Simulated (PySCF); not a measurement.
SnH2F2, SMILES [F][SnH2][F].

Geometry optimised at B3LYP-D3(BJ)/def2-TZVP. The def2 effective core potentials stand for the cores of Sn; spin–orbit coupling is left out.

Level of theory: r2SCAN/def2-TZVPD run with PySCF.

Symmetry labels are those of the subgroup C2v that the program uses (full group C2v).

Computed valence orbital energies around the gap with their symmetry:
```json
[
 {"orbital": "HOMO−7", "symmetry": "A1", "energy (eV)": "-14.04"},
 {"orbital": "HOMO−6", "symmetry": "B1", "energy (eV)": "-10.66"},
 {"orbital": "HOMO−5", "symmetry": "B2", "energy (eV)": "-10.51"},
 {"orbital": "HOMO−4", "symmetry": "A1", "energy (eV)": "-10.46"},
 {"orbital": "HOMO−3", "symmetry": "A2", "energy (eV)": "-9.50"},
 {"orbital": "HOMO−2", "symmetry": "A1", "energy (eV)": "-9.42"},
 {"orbital": "HOMO−1", "symmetry": "B1", "energy (eV)": "-9.41"},
 {"orbital": "HOMO", "symmetry": "B2", "energy (eV)": "-8.77"},
 {"orbital": "LUMO", "symmetry": "A1", "energy (eV)": "-1.77"},
 {"orbital": "LUMO+1", "symmetry": "B1", "energy (eV)": "-1.27"},
 {"orbital": "LUMO+2", "symmetry": "A1", "energy (eV)": "-0.84"},
 {"orbital": "LUMO+3", "symmetry": "A1", "energy (eV)": "0.99"}
]
```
